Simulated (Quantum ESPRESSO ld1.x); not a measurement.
Values are calculated unless marked as measured or tabulated.
Q: All-electron atom: Mg IV in [He] 2s2 2p5. Level of theory: scalar-relativistic Kohn-Sham, LDA (Slater exchange, Perdew-Wang correlation), spin-polarised, spherical densities, point nucleus; open shells are filled with parallel spins first (ld1.x of Quantum ESPRESSO 7.5). Some entries of the table are withheld. Estimate them.

orbital  occ.  eigenvalue (Ry)  <r> (bohr)  r(max) (bohr)
1s up       1         -96.3939      0.1311          0.085
1s down     1         -96.2856      0.1310          0.085
2s up       1         -9.52613         (1)          0.537
2s down     1         -9.34161         (2)          0.542
2p up       3         -7.17101      0.6385            (3)
2p down     2         -6.97034      0.6455            (4)

A: 
(1) 2s up <r> (bohr): 0.6723
(2) 2s down <r> (bohr): 0.6765
(3) 2p up r(max) (bohr): 0.462
(4) 2p down r(max) (bohr): 0.465
